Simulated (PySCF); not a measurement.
# CaSn: energy against distance

Set-up: Ca def2-SVPD, Sn def2-SVPD with ECP28; scalar-relativistic core potentials (PySCF 2.14). Energies in eV from Ca + Sn in their ground configurations at the same level. State: Ms = 1 determinant of mixed spin (⟨S²⟩ near 2.4), unpaired electrons π ↑↑.

All columns are PBE0. A positive dipole means Ca(−)Sn(+).

| R (Å) | E (eV) | μ (D) | Mulliken charge on Ca (basis-dependent) | HOMO (eV) | LUMO (eV) | Mayer bond order | ⟨S²⟩ |
| --- | --- | --- | --- | --- | --- | --- | --- |
| 2.595 | -0.868 | -3.58 | 0.11 | -4.38 | -2.10 | 1.74 | 2.36 |
| 2.715 | -1.161 | -3.82 | 0.10 | -4.46 | -2.12 | 1.65 | 2.37 |
| 2.836 | -1.320 | -4.01 | 0.10 | -4.55 | -2.19 | 1.55 | 2.38 |
| 2.926 | -1.375 | -4.14 | 0.11 | -4.60 | -2.24 | 1.48 | 2.39 |
| 3.017 | -1.389 | -4.26 | 0.13 | -4.61 | -2.29 | 1.41 | 2.40 |
| 3.107 | -1.373 | -4.37 | 0.14 | -4.55 | -2.34 | 1.34 | 2.40 |
| 3.228 | -1.318 | -4.52 | 0.17 | -4.48 | -2.40 | 1.25 | 2.41 |
| 3.379 | -1.214 | -4.68 | 0.19 | -4.40 | -2.48 | 1.15 | 2.41 |
| 3.560 | -1.064 | -4.86 | 0.22 | -4.33 | -2.57 | 1.03 | 2.40 |
| 3.801 | -0.856 | -5.00 | 0.24 | -4.27 | -2.67 | 0.89 | 2.36 |

A fit through these points gives, at Re = 3.009 Å, μ = -4.25 D and dμ/dR = -1.28 D/Å; the reduced mass is 29.97 u.

Q: How strong is the fundamental in the double-harmonic approximation, I = 42.26·(dμ/dR)²/μred km/mol?

A: I = 42.26·(-1.28)²/29.97 = 2.31 km/mol at PBE0.

These are scalar-relativistic numbers at best; spin–orbit coupling would shift them, the dissociation energy most. The state is the lowest determinant that a PBE0 search found; another state may lie lower at other levels.
